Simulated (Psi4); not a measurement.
ZrH2S2F2 (SMILES [F][Zr]([F])([SH])[SH]): the HOMO–LUMO gap, rung by rung

ZrH2S2F2 has 7 atoms, charge 0, and is taken as a singlet. SMILES: `[F][Zr]([F])([SH])[SH]`. Geometry: optimised at PBE0/def2-TZVP. This is one conformer, not always the lowest.

```xyz
7

F    -0.2090   -2.0365   -0.7070
Zr    0.1162   -0.3755    0.1341
F     1.0967   -0.5521    1.7420
S    -1.9437    0.7938    0.6924
S     1.3218    1.0047   -1.4707
H    -1.4786    0.9979    1.9414
H     1.6663   -0.0983   -2.1659
```

Quantity: the HOMO–LUMO gap, in eV. The values are calculated.

```tsv
level	kind	program	value (eV)	CPU time
PBE-D4/def2-TZVPP (density fitting, core potential)	GGA	Psi4	3.68	90 s
r2SCAN-D4/def2-TZVPP (density fitting, core potential)	meta-GGA	Psi4	4.13	5.1 min
B3LYP-D4/def2-TZVPP (density fitting, core potential)	global hybrid	Psi4	5.24	96 s
PBE0-D4/def2-TZVPP (density fitting, core potential)	global hybrid	Psi4	5.70	1.7 min
wB97M-V/def2-TZVPP (density fitting, core potential)	range-separated hybrid	Psi4	9.89	5.7 min
```

The values span 3.68 to 9.89 eV. Orbital gaps aren't excitation energies; they tend to grow with the share of exact exchange. Times are those of the runs behind each value, whatever else they computed, on shared processors of several kinds: orders of magnitude only.
